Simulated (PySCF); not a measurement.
Molecule: `InChI=1S/C7H16O/c1-3-5-6-7-8-4-2/h3-7H2,1-2H3`.

Molfile (atoms numbered from 1):
```
C7H16O
     RDKit          3D

 24 23  0  0  0  0  0  0  0  0999 V2000
   -3.3006    1.1028    0.1325 C   0  0  0  0  0  0  0  0  0  0  0  0
   -2.4429    0.0288   -0.5175 C   0  0  0  0  0  0  0  0  0  0  0  0
   -0.9597    0.3701   -0.5343 C   0  0  0  0  0  0  0  0  0  0  0  0
   -0.0960   -0.6970   -1.1905 C   0  0  0  0  0  0  0  0  0  0  0  0
    1.3829   -0.3772   -1.1583 C   0  0  0  0  0  0  0  0  0  0  0  0
    1.8057   -0.3250    0.1759 O   0  0  0  0  0  0  0  0  0  0  0  0
    3.1667   -0.0509    0.3631 C   0  0  0  0  0  0  0  0  0  0  0  0
    3.5269    1.4129    0.1775 C   0  0  0  0  0  0  0  0  0  0  0  0
   -2.9974    1.2752    1.1778 H   0  0  0  0  0  0  0  0  0  0  0  0
   -4.3665    0.8281    0.1356 H   0  0  0  0  0  0  0  0  0  0  0  0
   -3.2065    2.0641   -0.3982 H   0  0  0  0  0  0  0  0  0  0  0  0
   -2.5859   -0.9304    0.0110 H   0  0  0  0  0  0  0  0  0  0  0  0
   -2.7891   -0.1468   -1.5520 H   0  0  0  0  0  0  0  0  0  0  0  0
   -0.6004    0.5275    0.4964 H   0  0  0  0  0  0  0  0  0  0  0  0
   -0.8105    1.3323   -1.0584 H   0  0  0  0  0  0  0  0  0  0  0  0
   -0.2525   -1.6655   -0.6847 H   0  0  0  0  0  0  0  0  0  0  0  0
   -0.3995   -0.8381   -2.2424 H   0  0  0  0  0  0  0  0  0  0  0  0
    1.9568   -1.1506   -1.7105 H   0  0  0  0  0  0  0  0  0  0  0  0
    1.5651    0.5871   -1.6759 H   0  0  0  0  0  0  0  0  0  0  0  0
    3.3989   -0.3605    1.3947 H   0  0  0  0  0  0  0  0  0  0  0  0
    3.7810   -0.6849   -0.3095 H   0  0  0  0  0  0  0  0  0  0  0  0
    2.9072    2.0426    0.8337 H   0  0  0  0  0  0  0  0  0  0  0  0
    3.3768    1.7496   -0.8594 H   0  0  0  0  0  0  0  0  0  0  0  0
    4.5841    1.5838    0.4321 H   0  0  0  0  0  0  0  0  0  0  0  0
  1  2  1  0
  2  3  1  0
  3  4  1  0
  4  5  1  0
  5  6  1  0
  6  7  1  0
  7  8  1  0
  1  9  1  0
  1 10  1  0
  1 11  1  0
  2 12  1  0
  2 13  1  0
  3 14  1  0
  3 15  1  0
  4 16  1  0
  4 17  1  0
  5 18  1  0
  5 19  1  0
  7 20  1  0
  7 21  1  0
  8 22  1  0
  8 23  1  0
  8 24  1  0
M  END
```

Geometry PBE0-D3(BJ)/def2-SVP throughout; GIAO in PySCF, gas phase, one conformer, non-relativistic; equivalent atoms averaged; functional PBE0.

Question: How do the shifts δ (against TMS at the same level) depend on the basis set? (a selection of nuclei; ppm; last column core-seconds on shared hosts with different chips, so compare them loosely)

Answer: 
| basis set | functions | C5 | C4 | C8 | H20/H21 | H16/H17 | H14/H15 | H12/H13 | H9/H10/H11 | H22/H23/H24 | core-s |
| --- | --- | --- | --- | --- | --- | --- | --- | --- | --- | --- | --- |
| STO-3G | 56 | 55.6 | 27.7 | 15.9 | 1.81 | 0.97 | 0.88 | 0.77 | 0.74 | 0.71 | 5.9 |
| pcSseg-0 | 104 | 71.7 | 34.8 | 15.3 | 3.63 | 1.45 | 1.30 | 1.14 | 1.11 | 1.20 | 12 |
| 6-31G | 104 | 65.6 | 32.6 | 14.1 | 3.70 | 1.67 | 1.76 | 1.45 | 1.14 | 1.20 | 12 |
| 6-31G* | 144 | 65.0 | 31.6 | 14.0 | 3.60 | 1.50 | 1.52 | 1.37 | 1.00 | 1.05 | 18 |
| cc-pVDZ | 192 | 67.0 | 34.6 | 14.7 | 3.46 | 1.33 | 1.23 | 1.16 | 0.90 | 0.99 | 30 |
| def2-SVP | 192 | 65.6 | 32.3 | 13.1 | 3.35 | 1.27 | 1.19 | 1.08 | 0.85 | 0.94 | 28 |
| pcSseg-1 | 216 | 69.2 | 34.2 | 14.3 | 3.51 | 1.36 | 1.22 | 1.14 | 1.00 | 1.11 | 48 |
| 6-311+G(2d,p) | 312 | 68.0 | 34.1 | 13.9 | 3.55 | 1.44 | 1.33 | 1.23 | 0.93 | 1.07 | 59 |
| aug-cc-pVDZ | 328 | 66.0 | 34.0 | 14.4 | 3.65 | 1.52 | 1.38 | 1.28 | 1.01 | 1.14 | 80 |

Question: Which nucleus among those listed moves most, in ppm?

Answer: C5 (sp3 CH2 bonded to O): from 55.6 ppm with STO-3G to 71.7 ppm with pcSseg-0. The smallest spread is 0.39 ppm, at H9/H10/H11. Proton shifts span only some 12 ppm, so a few tenths of a ppm matter as much there as several ppm in carbon.

Question: Taking the largest basis, aug-cc-pVDZ (328 functions), as the yardstick, rank the others by their worst heavy-atom deviation.

Answer: cc-pVDZ 1.0 ppm (192 functions), 6-31G 1.4 ppm (104 functions), def2-SVP 1.8 ppm (192 functions), 6-311+G(2d,p) 2.0 ppm (312 functions), 6-31G* 2.4 ppm (144 functions), pcSseg-1 3.2 ppm (216 functions), pcSseg-0 5.7 ppm (104 functions), STO-3G 10.4 ppm (56 functions).

A small basis that lands close on one nucleus may do so by chance; judge by the trend and by all nuclei.
